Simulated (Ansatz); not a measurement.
Several settings on one geometry of GaI₃ (that of the charge 0 singlet, r2SCAN-D4/def2-SVP). Ansatz on 2 threads of Intel Xeon Platinum 8488C on a shared host; times are rough.

```xyz
4

Ga    0.000    0.000    0.000
I     2.475   -0.027    0.013
I    -1.214    2.157   -0.017
I    -1.261   -2.129    0.004
```

Totals from different functionals, basis sets or treatments of relativity can't be compared as stabilities.

In the def2 sets I takes a core potential; there is no spin–orbit coupling. LC-ωPBE has ω = 0.4 bohr⁻¹.

The spins typed aren't always the lowest for that charge.

(1) Give the basis size and estimate the energy, ⟨S²⟩ and time of these runs.

```tsv
run	method	charge	state	further keys
1	UKS r2SCAN0/def2-TZVP	1	doublet	scf: {omitted_lower_state_checks: [starts]}; forces asked
2	RKS revPBE0-D4/def2-mTZVPP	0	singlet	nuclear_model: gaussian; forces asked
3	RKS LC-ωPBE/def2-TZVP	0	singlet	scf: {omitted_lower_state_checks: [starts]}
4	RKS B97/def2-mTZVP	0	singlet	scf: {omitted_lower_state_checks: [starts]}
5	UKS revPBE0-D3(BJ)-ATM/def2-mTZVPP	-1	doublet	scf: {omitted_lower_state_checks: [starts]}; forces asked
6	RKS PBE-D3(BJ)-ATM/def2-mTZVP	0	singlet	scf: {lower_state_search: off}; forces asked
```

Results:

(1) 
```csv
run,functions,energy (Eh),⟨S²⟩,wall time
1,198,-2818.0374,0.76,25 s
2,144,-2817.9051,–,4.4 s
3,198,-2817.9973,–,3.6 s
4,144,-2817.8855,–,7 s
5,144,-2817.9457,0.75,14 s
6,144,-2817.5461,–,1.6 s
```

The highest occupied level of an anion often lies above zero with these methods, and sets without diffuse functions describe the outer electron poorly.
